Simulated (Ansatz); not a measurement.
`BC[N](B)[AlH2]` + propane → `BCC(C)C` + `B[NH][AlH2]` at 600 K and 1 bar (formal exchange of groups at a C–N bond).

Computed with Ansatz on PBE0-D4/def2-TZVP structures; ΔE is electronic, products minus reactants. CCSD(T)/CBS is the MP2 limit (def2-TZVPP, def2-QZVPP) plus CCSD(T) − MP2 in def2-TZVPP, frozen cores. Each species was taken in one conformer, which may not be the lowest.

```json
{"species": "`BC[N](B)[AlH2]`", "CCSD(T)/CBS energy (Eh)": "-389.18301", "H − E (kJ/mol)": "306.5", "S (J/(mol·K))": "467.9"}
{"species": "`CCC`", "CCSD(T)/CBS energy (Eh)": "-118.98051", "H − E (kJ/mol)": "315.9", "S (J/(mol·K))": "335.6"}
{"species": "`BCC(C)C`", "CCSD(T)/CBS energy (Eh)": "-183.61500", "H − E (kJ/mol)": "441.7", "S (J/(mol·K))": "447.5"}
{"species": "`B[NH][AlH2]`", "CCSD(T)/CBS energy (Eh)": "-324.56557", "H − E (kJ/mol)": "181.5", "S (J/(mol·K))": "358.2"}
```

H − E and S are ideal-gas, rigid-rotor, harmonic terms from PBE0-D4/def2-TZVP, for one conformer and one mirror image of each species. 1 Eh = 2625.50 kJ/mol, R = 8.31446 J/(mol·K).

Task: By hand: ΔE, ΔH, ΔS and ΔG.

Result: ΔE = (-183.61500) + (-324.56557) − (-389.18301) − (-118.98051) = -0.01705 Eh = -44.8 kJ/mol. Δ(H − E) = 441.7 + 181.5 − 306.5 − 315.9 = 0.8, so ΔH = -44.0 kJ/mol. ΔS = 447.5 + 358.2 − 467.9 − 335.6 = 2.2 J/(mol·K). ΔG = -44.0 − 600 × (2.2)/1000 = -45.3 kJ/mol.

Task: By hand: the equilibrium constant, and the temperature at which ΔG would vanish if ΔH and ΔS stayed fixed.

Result: log₁₀ K = −ΔG/(RT ln 10) = 3.9. ΔH and −TΔS have one sign here, so there is no such temperature.

The number of gas molecules stays the same, so ΔS is small and ΔH decides. A doubt of 5 kJ/mol in ΔE shifts log₁₀ K by 0.4 here. Other conformers and mirror images would add mixing entropy, several J/(mol·K) or more a flexible species. These are equilibria of isolated gas molecules and say nothing of rates. Largest T1 diagnostic: 0.012 (customary marks: 0.02 for closed shells, 0.045 for open ones).

ΔS is within the doubt of such terms, so its sign, and with it that verdict, could turn.
